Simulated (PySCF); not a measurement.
## How methods differ on the excitation energy of Bi

Bi [Xe] 4f14 5d10 6s2 6p3 (4S) → Bi [Xe] 4f14 5d10 6s2 6p2 7s1 (4P), as a difference of total energies. All numbers are calculated (PySCF 2.14, a scalar-relativistic core potential, in aug-cc-pV5Z-PP with ECP60MDF (8s8p6d4f3g2h, 139 functions)). Correlated levels: valence: 5s2 5p6 5d10 frozen. The calculations carry no spin-orbit coupling.

| method | excitation energy (eV) |
| --- | --- |
| UHF | 5.122 |
| LDA | 5.125 |
| PBE | 5.033 |
| PBE0 | 5.180 |
| r2SCAN | 5.410 |
| r2SCAN0 | 5.447 |
| MP2 (valence) | 5.280 |
| SCS-MP2 (valence) | 5.252 |

Q: Estimate what MN15 gives.

A: 5.258 eV, closest to SCS-MP2 (valence) among the rows shown.

Q: Estimate what BLYP gives.

A: 4.961 eV, closest to PBE among the rows shown.

Spin-orbit coupling is strong in these open shells (close to jj coupling). The scalar numbers leave it out and a first-order estimate fails, so it can dominate the gap to the real levels.

The promoted electron is Rydberg-like, and one or two diffuse shells describe it only roughly, which tends to raise the upper state.
